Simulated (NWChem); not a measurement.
MgNH2Cl; SMILES [NH2][Mg][Cl]

```xyz
5

Mg     0.0000     0.0000    -0.5110
Cl     0.0000     0.0000     1.6979
N      0.0000     0.0000    -2.3930
H      0.0000     0.8195    -2.9903
H      0.0000    -0.8195    -2.9903
```
Atoms are numbered in this order, from 1.

Computed with NWChem. Pople sets run with spherical d functions. The geometry was optimised at B3LYP/6-31G* (spherical d). Ions are spin-unrestricted doublets at the neutral geometry; other ion states weren't tried. Functional: LC-ωPBE (HJS hole) with 6-31G*; rows give the range parameter ω in 1/bohr.

| range parameter (1/bohr) | vertical ionisation energy, ΔSCF (eV) | −ε(HOMO) (eV) | ΔSCF minus −ε(HOMO) (eV) |
|---|---|---|---|
| 0.05 | 8.76 | 5.71 | 3.05 |
| 0.30 | 9.11 | 8.58 | 0.53 |
| 0.35 | 9.11 | 8.94 | 0.17 |
| 0.40 | 9.11 | 9.25 | -0.14 |
| 0.60 | 9.03 | 10.05 | -1.02 |
